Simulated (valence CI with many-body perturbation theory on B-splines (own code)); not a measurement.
# E1 transitions of Tb LII

Calculated by configuration interaction combined with many-body perturbation theory (CI+MBPT): four valence electrons over a frozen Dirac-Fock core [Ne], a basis of 11 s, 11 p, 9 d, 7 f, 5 g, 2 h, 1 i functions for each j, with the one-electron correlation potential Σ1, the two-electron term Σ2, the three-electron term Σ3, Breit, model QED; selected CI, second order for the rest (own B-spline code, finite nucleus).

The last digits are not significant, and no measured levels were compared; by estimate large intervals hold to a few tenths of a per cent, small ones and those within an open d or f shell to about a per cent.

Lines 51 to 100 of 228 in falling wavelength, among levels below 60.235 Ry, chosen from the strongest by gf and those to the six lowest levels. Wavelengths and rates use the calculated energies. Electric multipoles are in the length gauge, E1 and E2 with the static RPA response of the core. Weak lines are less certain than strong ones. Lines between different terms over intervals too small for the method are left out, as are lines whose strength nearly cancels. The highest levels of a list are the least certain.

Levels are named by their leading jj configuration (3d3/2^4 stands for four electrons in 3d with j = 3/2), which in mixed levels can hold well under half, so a name can repeat and another be missing. Letters in brackets count levels of one name in rising energy.

| λ vac (nm) | Upper | Lower | A (s⁻¹) | S (a.u.) |
| --- | --- | --- | --- | --- |
| 7.262 | (3s 3p1/2 3p3/2 3d3/2) J=2 [b] | (3s 3p1/2 3p3/2^2) J=3 | 3.85e+10 | 3.64e-02 |
| 7.229 | (3s 3p1/2^2 3d3/2) J=2 | (3s 3p1/2^2 3p3/2) J=1 | 3.26e+09 | 3.04e-03 |
| 7.208 | (3s 3p1/2 3p3/2 3d3/2) J=2 [c] | (3s 3p1/2 3p3/2^2) J=2 [b] | 1.30e+10 | 1.20e-02 |
| 6.935 | (3s^2 3p1/2 3d3/2) J=2 | (3s^2 3p1/2 3p3/2) J=2 | 5.81e+09 | 4.78e-03 |
| 6.636 | (3s^2 3p1/2 3d3/2) J=2 | (3s^2 3p1/2 3p3/2) J=1 | 2.57e+08 | 1.85e-04 |
| 6.523 | (3s 3p1/2^2 3d3/2) J=1 | (3s 3p1/2^2 3p3/2) J=2 | 3.87e+09 | 1.59e-03 |
| 6.340 | (3s 3p1/2^2 3d5/2) J=3 | (3s^2 3p1/2 3d3/2) J=2 | 1.11e+08 | 9.74e-05 |
| 6.328 | (3s 3p1/2^2 3d3/2) J=2 | (3s 3p1/2^2 3p3/2) J=2 | 1.10e+10 | 6.87e-03 |
| 5.979 | (3s 3p1/2^2 3d5/2) J=2 | (3s^2 3p1/2 3d3/2) J=2 | 1.08e+09 | 5.69e-04 |
| 5.786 | (3s^2 3p1/2 3d3/2) J=1 | (3s^2 3p1/2 3p3/2) J=2 | 3.30e+09 | 9.47e-04 |
| 5.576 | (3s^2 3p1/2 3d3/2) J=1 | (3s^2 3p1/2 3p3/2) J=1 | 1.82e+09 | 4.67e-04 |
| 5.543 | (3s 3p1/2 3p3/2 3d5/2) J=2 [b] | (3s 3p1/2 3p3/2^2) J=2 [b] | 2.60e+10 | 1.09e-02 |
| 5.450 | (3s 3p1/2 3p3/2 3d5/2) J=1 [b] | (3s 3p1/2 3p3/2^2) J=1 [b] | 2.23e+10 | 5.35e-03 |
| 5.322 | (3s 3p1/2^2 3d5/2) J=2 | (3s 3p1/2^2 3p3/2) J=1 | 8.50e+10 | 3.16e-02 |
| 5.315 | (3s 3p1/2 3p3/2 3d5/2) J=1 [a] | (3s 3p1/2 3p3/2^2) J=0 | 2.76e+10 | 6.13e-03 |
| 5.301 | (3s 3p1/2 3p3/2 3d5/2) J=3 [a] | (3s 3p1/2 3p3/2^2) J=3 | 2.30e+10 | 1.19e-02 |
| 5.286 | (3s^2 3p3/2 3d5/2) J=2 | (3s^2 3p3/2^2) J=2 | 7.63e+10 | 2.78e-02 |
| 5.215 | (3s 3p1/2 3p3/2 3d5/2) J=1 [c] | (3s 3p1/2 3p3/2^2) J=1 [b] | 2.59e+10 | 5.44e-03 |
| 5.212 | (3s^2 3p1/2 3d5/2) J=2 | (3s^2 3p1/2 3p3/2) J=2 | 2.12e+10 | 7.40e-03 |
| 5.192 | (3s 3p1/2 3p3/2 3d5/2) J=2 [a] | (3s 3p1/2 3p3/2^2) J=2 [a] | 8.62e+10 | 2.98e-02 |
| 5.192 | (3s^2 3p1/2 3d5/2) J=3 | (3s^2 3p1/2 3p3/2) J=2 | 1.04e+11 | 5.02e-02 |
| 5.128 | (3s 3p1/2 3p3/2 3d5/2) J=0 | (3s 3p1/2 3p3/2^2) J=1 [b] | 2.32e+11 | 1.54e-02 |
| 5.104 | (3s 3p1/2 3p3/2 3d5/2) J=3 [b] | (3s 3p1/2 3p3/2^2) J=3 | 7.82e+10 | 3.60e-02 |
| 5.071 | (3s^2 3d3/2^2) J=2 | (3s 3p1/2 3p3/2^2) J=1 [b] | 4.18e+10 | 1.35e-02 |
| 5.063 | (3s 3p1/2 3p3/2 3d5/2) J=4 [b] | (3s 3p1/2 3p3/2^2) J=3 | 1.06e+11 | 6.13e-02 |
| 5.048 | (3s 3p1/2^2 3d5/2) J=3 | (3s 3p1/2^2 3p3/2) J=2 | 1.06e+11 | 4.71e-02 |
| 5.041 | (3s^2 3p1/2 3d5/2) J=2 | (3s^2 3p1/2 3p3/2) J=1 | 1.45e+11 | 4.60e-02 |
| 5.022 | (3s 3p1/2 3p3/2 3d5/2) J=2 [b] | (3s 3p1/2 3p3/2^2) J=3 | 6.12e+10 | 1.91e-02 |
| 5.016 | (3s 3p1/2 3p3/2 3d5/2) J=2 [d] | (3s 3p1/2 3p3/2^2) J=1 [b] | 1.86e+11 | 5.79e-02 |
| 5.009 | (3s^2 3p3/2 3d5/2) J=1 | (3s^2 3p3/2^2) J=0 | 1.95e+11 | 3.63e-02 |
| 4.999 | (3s 3p1/2 3p3/2 3d5/2) J=3 [a] | (3s 3p1/2 3p3/2^2) J=2 [a] | 1.21e+11 | 5.22e-02 |
| 4.998 | (3s 3p1/2 3p3/2 3d5/2) J=1 [c] | (3s 3p1/2 3p3/2^2) J=1 [a] | 1.80e+11 | 3.32e-02 |
| 4.997 | (3s 3p1/2 3p3/2 3d5/2) J=3 [d] | (3s 3p1/2 3p3/2^2) J=2 [b] | 2.36e+11 | 1.02e-01 |
| 4.979 | (3s 3p1/2 3p3/2 3d5/2) J=2 [c] | (3s 3p1/2 3p3/2^2) J=2 [b] | 7.46e+10 | 2.27e-02 |
| 4.970 | (3s 3p1/2 3p3/2 3d5/2) J=1 [b] | (3s 3p1/2 3p3/2^2) J=0 | 1.19e+11 | 2.16e-02 |
| 4.952 | (3s 3p1/2 3p3/2 3d5/2) J=2 [c] | (3s 3p1/2 3p3/2^2) J=1 [a] | 1.63e+11 | 4.88e-02 |
| 4.917 | (3s 3p1/2 3p3/2 3d5/2) J=0 | (3s 3p1/2 3p3/2^2) J=1 [a] | 1.11e+11 | 6.54e-03 |
| 4.865 | (3s^2 3d3/2^2) J=2 | (3s 3p1/2 3p3/2^2) J=1 [a] | 3.50e+10 | 9.96e-03 |
| 4.824 | (3s 3p1/2 3p3/2 3d5/2) J=3 [b] | (3s 3p1/2 3p3/2^2) J=2 [a] | 1.23e+11 | 4.79e-02 |
| 4.820 | (3s 3p1/2 3p3/2 3d5/2) J=4 [c] | (3s 3p1/2 3p3/2^2) J=3 | 1.42e+11 | 7.07e-02 |
| 4.819 | (3s^2 3p3/2 3d5/2) J=3 | (3s^2 3p3/2^2) J=2 | 4.05e+11 | 1.57e-01 |
| 4.817 | (3s 3p1/2^2 3d5/2) J=2 | (3s 3p1/2^2 3p3/2) J=2 | 3.28e+10 | 9.03e-03 |
| 4.680 | (3s^2 3p3/2 3d5/2) J=1 | (3s^2 3p3/2^2) J=2 | 6.19e+10 | 9.40e-03 |
| 4.603 | (3s 3p1/2 3p3/2 3d5/2) J=3 [c] | (3s 3p1/2 3p3/2^2) J=2 [a] | 1.40e+11 | 4.71e-02 |
| 4.570 | (3s 3p1/2 3p3/2 3d5/2) J=3 [d] | (3s 3p1/2 3p3/2^2) J=3 | 5.19e+10 | 1.71e-02 |
| 4.438 | (3s 3p1/2 3p3/2 3d5/2) J=2 [d] | (3s 3p1/2 3p3/2^2) J=3 | 4.63e+10 | 9.98e-03 |
| 4.349 | (3s 3p1/2 3p3/2 3d3/2) J=3 [b] | (3s^2 3p1/2 3d5/2) J=2 | 1.54e+10 | 4.36e-03 |
| 4.137 | (3s 3p1/2 3p3/2 3d3/2) J=2 [a] | (3s^2 3p1/2 3d3/2) J=2 | 2.39e+09 | 4.18e-04 |
| 4.010 | (3s 3p1/2 3p3/2^2) J=2 [a] | (3s^2 3p1/2 3p3/2) J=2 | 9.76e+09 | 1.55e-03 |
| 4.004 | (3s 3p1/2 3p3/2 3d3/2) J=1 [a] | (3s^2 3p1/2 3d3/2) J=2 | 5.70e+09 | 5.42e-04 |
